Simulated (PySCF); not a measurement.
C2H7AlO2 (SMILES CC[O][AlH][OH]), singlet, at a GFN2-xTB geometry (such geometries of metal compounds can be far from the true shape), with bond 10-7 at 1.8 times its length; CASSCF(4,5)/STO-3G in PySCF.

PySCF was given this input:
```python
from pyscf import gto, scf, mcscf
import numpy

mol = gto.M(
    atom='''
Al    0.31749978   -0.25262568    1.15443645
H     0.62242307   -1.70768518    1.31745954
O     0.55390032    0.67666962    2.48672999
H     0.69302469    1.21050334    3.25542679
O    -0.21956599    0.22685603   -0.32803958
C    -0.62972894    0.42671272   -1.64753553
C    -0.30511129   -0.78275227   -2.51558982
H    -1.71152904    0.61049307   -1.65780446
H    -0.12506718    1.31567383   -2.04645916
H    -1.20599154   -2.36808753   -1.80427583
H    -0.63368828   -0.61013580   -3.53731377
H     0.76730671   -0.96318916   -2.50933872
''',
    basis='sto-3g',
    verbose=4,
)

mf = scf.RHF(mol)
mf.kernel()
mc = mcscf.CASSCF(mf, 5, 4)
mc.fix_spin_(ss=0.0)
mc.conv_tol = 1e-5
mc.kernel()
occ = numpy.linalg.eigvalsh(mc.fcisolver.make_rdm1(mc.ci, mc.ncas, mc.nelecas))[::-1]
ss = mc.fcisolver.spin_square(mc.ci, mc.ncas, mc.nelecas)[0]
print('natural occupations', occ.round(4), ' <S^2>', round(ss, 4))
```

### Question
Write the output that PySCF gives for this input, abridged.

### Answer

```
PySCF version 2.14.0

[INPUT] verbose = 4
[INPUT] num. atoms = 12
[INPUT] num. electrons = 48
[INPUT] charge = 0
[INPUT] spin (= nelec alpha-beta = 2S) = 0
[INPUT] symmetry False subgroup None
[INPUT] Mole.unit = angstrom
[INPUT] Symbol           X                Y                Z      unit          X                Y                Z       unit  Magmom
[INPUT]  1 Al     0.317499780000  -0.252625680000   1.154436450000 AA    0.599987628810  -0.477393347232   2.181568718715 Bohr   0.0
[INPUT]  2 H      0.622423070000  -1.707685180000   1.317459540000 AA    1.176209135911  -3.227057297179   2.489637710795 Bohr   0.0
[INPUT]  3 O      0.553900320000   0.676669620000   2.486729990000 AA    1.046719905109   1.278720258614   4.699238626842 Bohr   0.0
[INPUT]  4 H      0.693024690000   1.210503340000   3.255426790000 AA    1.309626861662   2.287519785471   6.151865051672 Bohr   0.0
[INPUT]  5 O     -0.219565990000   0.226856030000  -0.328039580000 AA   -0.414919587369   0.428695766406  -0.619904964217 Bohr   0.0
[INPUT]  6 C     -0.629728940000   0.426712720000  -1.647535530000 AA   -1.190015229313   0.806370174668  -3.113390932190 Bohr   0.0
[INPUT]  7 C     -0.305111290000  -0.782752270000  -2.515589820000 AA   -0.576576775613  -1.479187413682  -4.753775801544 Bohr   0.0
[INPUT]  8 H     -1.711529040000   0.610493070000  -1.657804460000 AA   -3.234321139840   1.153664703245  -3.132796397482 Bohr   0.0
[INPUT]  9 H     -0.125067180000   1.315673830000  -2.046459160000 AA   -0.236342717372   2.486263207958  -3.867247337507 Bohr   0.0
[INPUT] 10 H     -1.205991540000  -2.368087530000  -1.804275830000 AA   -2.278993719142  -4.475036870698  -3.409587171872 Bohr   0.0
[INPUT] 11 H     -0.633688280000  -0.610135800000  -3.537313770000 AA   -1.197497297547  -1.152989560792  -6.684554241953 Bohr   0.0
[INPUT] 12 H      0.767306710000  -0.963189160000  -2.509338720000 AA    1.449999535441  -1.820163718550  -4.741962934567 Bohr   0.0

nuclear repulsion = 218.507882142108
number of shells = 24
number of NR pGTOs = 108
number of NR cGTOs = 36
basis = sto-3g
ecp = {}

******** <class 'pyscf.scf.hf.RHF'> ********
method = RHF
initial guess = minao
damping factor = 0
level_shift factor = 0
DIIS = <class 'pyscf.scf.diis.CDIIS'>
diis_start_cycle = 1
diis_space = 8
diis_damp = 0
SCF conv_tol = 1e-09
SCF conv_tol_grad = None
SCF max_cycles = 50
direct_scf = True
direct_scf_tol = 1e-13
Set gradient conv threshold to 3.16228e-05
Initial guess from minao.
init E= -465.575487919971
  HOMO = -0.262921848734905  LUMO = 0.0188726809267591  gap/eV = 7.66802
cycle= 1 E= -465.226354248058  delta_E= 0.349  |g|= 0.664  |ddm|= 4.02
  HOMO = -0.136019689286841  LUMO = 0.21810708967271  gap/eV = 9.63628
cycle= 2 E= -465.38004412368  delta_E= -0.154  |g|= 0.177  |ddm|= 1.14
  HOMO = -0.265026099240674  LUMO = 0.227858722613899  gap/eV = 13.41208
cycle= 3 E= -465.390633588214  delta_E= -0.0106  |g|= 0.0379  |ddm|= 0.278
  HOMO = -0.268705373637845  LUMO = 0.222025779713057  gap/eV = 13.35347
cycle= 4 E= -465.391279620517  delta_E= -0.000646  |g|= 0.0125  |ddm|= 0.0738
  HOMO = -0.268264487997479  LUMO = 0.22447519625302  gap/eV = 13.40813
cycle= 5 E= -465.391352256443  delta_E= -7.26e-05  |g|= 0.00249  |ddm|= 0.0238
  HOMO = -0.26854152639424  LUMO = 0.224619565875839  gap/eV = 13.41960
cycle= 6 E= -465.391355656936  delta_E= -3.4e-06  |g|= 0.000678  |ddm|= 0.00493
  HOMO = -0.268452702792394  LUMO = 0.224822057340513  gap/eV = 13.42269
cycle= 7 E= -465.391356015102  delta_E= -3.58e-07  |g|= 0.000136  |ddm|= 0.00184
  HOMO = -0.268506437685913  LUMO = 0.224821748772757  gap/eV = 13.42414
cycle= 8 E= -465.39135603247  delta_E= -1.74e-08  |g|= 3.67e-05  |ddm|= 0.000398
  HOMO = -0.268503065803301  LUMO = 0.224822109714192  gap/eV = 13.42406
cycle= 9 E= -465.391356033958  delta_E= -1.49e-09  |g|= 8.15e-06  |ddm|= 0.000123
  HOMO = -0.268503421012838  LUMO = 0.224822452577997  gap/eV = 13.42408
cycle= 10 E= -465.391356034027  delta_E= -6.89e-11  |g|= 1.44e-06  |ddm|= 2.79e-05
  HOMO = -0.268503244219402  LUMO = 0.224822348241618  gap/eV = 13.42407
Extra cycle  E= -465.391356034028  delta_E= -1.14e-12  |g|= 6.13e-07  |ddm|= 3.19e-06
converged SCF energy = -465.391356034028

******** <class 'pyscf.mcscf.mc1step.CASSCF'> ********
CAS (2e+2e, 5o), ncore = 22, nvir = 9
max_cycle_macro = 50
max_cycle_micro = 4
conv_tol = 1e-05
conv_tol_grad = None
orbital rotation max_stepsize = 0.02
orbital rotation threshold for CI restart = 0.01
augmented hessian ah_max_cycle = 30
augmented hessian ah_conv_tol = 1e-12
augmented hessian ah_linear dependence = 1e-14
augmented hessian ah_level shift = 1e-08
augmented hessian ah_start_tol = 2.5
augmented hessian ah_start_cycle = 3
augmented hessian ah_grad_trust_region = 3
kf_trust_region = 3
kf_interval = 4
ci_response_space = 4
ci_grad_trust_region = 3
with_dep4 0
natorb = False
canonicalization = True
sorting_mo_energy = False
ao2mo_level = 2
internal_rotation = False
******** <class 'pyscf.fci.addons.SpinPenaltyFCISolver'> ********
max. cycles = 50
conv_tol = 1e-08
davidson only = True
linear dependence = 1e-12
level shift = 0.001
max iter space = 12
nroots = 1
pspace_size = 400
spin = None
CASCI E = -465.397051727804  S^2 = 0.0000000
Set conv_tol_grad to 0.00316228
macro iter   1 ( 21 JK    4 micro), CASSCF E = -465.421820545384  dE = -2.47688176e-02  S^2 = 0.0000000
               |grad[o]|=0.0174  |grad[c]|=0.0305  |ddm|=0.0758  |maxRot[o]|=0.313
macro iter   2 ( 21 JK    4 micro), CASSCF E = -465.462067446513  dE = -4.02469011e-02  S^2 = 0.0000000
               |grad[o]|=0.0605  |grad[c]|=0.0373  |ddm|=0.166  |maxRot[o]|=0.309
macro iter   3 ( 21 JK    4 micro), CASSCF E = -465.475369415146  dE = -1.33019686e-02  S^2 = 0.0000000
               |grad[o]|=0.056  |grad[c]|=0.0241  |ddm|=0.0447  |maxRot[o]|=0.154
macro iter   4 ( 21 JK    4 micro), CASSCF E = -465.478717904021  dE = -3.34848888e-03  S^2 = 0.0000000
               |grad[o]|=0.0297  |grad[c]|=0.0124  |ddm|=0.0103  |maxRot[o]|=0.115
macro iter   5 ( 21 JK    4 micro), CASSCF E = -465.479851119234  dE = -1.13321521e-03  S^2 = 0.0000000
               |grad[o]|=0.0165  |grad[c]|=0.00755  |ddm|=0.00531  |maxRot[o]|=0.115
macro iter   6 ( 21 JK    4 micro), CASSCF E = -465.480438178379  dE = -5.87059145e-04  S^2 = 0.0000000
               |grad[o]|=0.0109  |grad[c]|=0.014  |ddm|=0.0137  |maxRot[o]|=0.0996
macro iter   7 ( 21 JK    4 micro), CASSCF E = -465.481073343660  dE = -6.35165281e-04  S^2 = 0.0000000
               |grad[o]|=0.0079  |grad[c]|=0.00543  |ddm|=0.00561  |maxRot[o]|=0.219
macro iter   8 ( 21 JK    4 micro), CASSCF E = -465.481358308076  dE = -2.84964416e-04  S^2 = 0.0000000
               |grad[o]|=0.00424  |grad[c]|=0.00689  |ddm|=0.00163  |maxRot[o]|=0.156
macro iter   9 ( 21 JK    4 micro), CASSCF E = -465.482389622886  dE = -1.03131481e-03  S^2 = 0.0000000
               |grad[o]|=0.00192  |grad[c]|=0.0195  |ddm|=0.016  |maxRot[o]|=0.151
macro iter  10 ( 12 JK    3 micro), CASSCF E = -465.484816582715  dE = -2.42695983e-03  S^2 = 0.0000000
               |grad[o]|=0.00513  |grad[c]|=0.0537  |ddm|=0.0449  |maxRot[o]|=0.148
macro iter  11 ( 12 JK    3 micro), CASSCF E = -465.488523827455  dE = -3.70724474e-03  S^2 = 0.0000000
               |grad[o]|=0.00904  |grad[c]|=0.0529  |ddm|=0.0414  |maxRot[o]|=0.148
macro iter  12 ( 21 JK    4 micro), CASSCF E = -465.489250038421  dE = -7.26210966e-04  S^2 = 0.0000000
               |grad[o]|=0.011  |grad[c]|=0.0283  |ddm|=0.0133  |maxRot[o]|=0.0559
macro iter  13 ( 21 JK    4 micro), CASSCF E = -465.489439118222  dE = -1.89079801e-04  S^2 = 0.0000000
               |grad[o]|=0.00891  |grad[c]|=0.0218  |ddm|= 0.01  |maxRot[o]|=0.0437
macro iter  14 ( 21 JK    4 micro), CASSCF E = -465.489860931136  dE = -4.21812914e-04  S^2 = 0.0000000
               |grad[o]|=0.00804  |grad[c]|=0.0194  |ddm|=0.00916  |maxRot[o]|=0.112
macro iter  15 ( 21 JK    4 micro), CASSCF E = -465.489841568024  dE =  1.93631121e-05  S^2 = 0.0000000
               |grad[o]|=0.00788  |grad[c]|=0.0189  |ddm|=0.00955  |maxRot[o]|=0.0292
macro iter  16 ( 21 JK    4 micro), CASSCF E = -465.490978100242  dE = -1.13653222e-03  S^2 = 0.0000000
               |grad[o]|=0.00791  |grad[c]|=0.013  |ddm|=0.00776  |maxRot[o]|=0.0479
macro iter  17 ( 21 JK    4 micro), CASSCF E = -465.492862947103  dE = -1.88484686e-03  S^2 = 0.0000000
               |grad[o]|=0.00748  |grad[c]|=0.00741  |ddm|=0.00379  |maxRot[o]|=0.0872
macro iter  18 ( 21 JK    4 micro), CASSCF E = -465.493592940228  dE = -7.29993125e-04  S^2 = 0.0000000
               |grad[o]|=0.00608  |grad[c]|=0.0099  |ddm|=0.00742  |maxRot[o]|=0.206
macro iter  19 ( 21 JK    4 micro), CASSCF E = -465.493600278902  dE = -7.33867387e-06  S^2 = 0.0000000
               |grad[o]|=0.00539  |grad[c]|=0.013  |ddm|=0.0064  |maxRot[o]|=0.0652
macro iter  20 ( 21 JK    4 micro), CASSCF E = -465.494359332720  dE = -7.59053818e-04  S^2 = 0.0000000
               |grad[o]|=0.00546  |grad[c]|=0.00735  |ddm|=0.00377  |maxRot[o]|=0.0652
macro iter  21 ( 11 JK    2 micro), CASSCF E = -465.494907801626  dE = -5.48468906e-04  S^2 = 0.0000000
               |grad[o]|=0.00415  |grad[c]|=0.00697  |ddm|=0.00346  |maxRot[o]|=0.0749
macro iter  22 ( 10 JK    2 micro), CASSCF E = -465.495176341495  dE = -2.68539868e-04  S^2 = 0.0000000
               |grad[o]|=0.00271  |grad[c]|=0.00431  |ddm|=0.00223  |maxRot[o]|=0.0992
macro iter  23 (  8 JK    2 micro), CASSCF E = -465.495203491568  dE = -2.71500730e-05  S^2 = 0.0000000
               |grad[o]|=0.00164  |grad[c]|=0.00219  |ddm|=0.000379  |maxRot[o]|=0.024
macro iter  24 (  4 JK    1 micro), CASSCF E = -465.495301191210  dE = -9.76996427e-05  S^2 = 0.0000000
               |grad[o]|=0.0015  |grad[c]|=0.00444  |ddm|=0.0014  |maxRot[o]|=0.0367
macro iter  25 (  3 JK    1 micro), CASSCF E = -465.495304878790  dE = -3.68757958e-06  S^2 = 0.0000000
               |grad[o]|=0.000299  |grad[c]|=0.000888  |ddm|=0.000158  |maxRot[o]|=0.0114
macro iter  26 (  1 JK    1 micro), CASSCF E = -465.495304880482  dE = -1.69166015e-09  S^2 = 0.0000000
               |grad[o]|=0.000128  |grad[c]|=4.75e-05  |ddm|=6.93e-05  |maxRot[o]|=    0
1-step CASSCF converged in  26 macro (439 JK  87 micro) steps
CASSCF canonicalization
Density matrix diagonal elements [1.96960971e+00 1.73350789e+00 2.77655634e-01 1.34973314e-03
 1.78770407e-02]
CASSCF energy = -465.495304880482
CASCI E = -465.495304880482  E(CI) = -3.97563965126238  S^2 = 0.0000000
natural occupations [1.9816e+00 1.7220e+00 2.7800e-01 1.7900e-02 5.0000e-04]  <S^2> 0.0
```
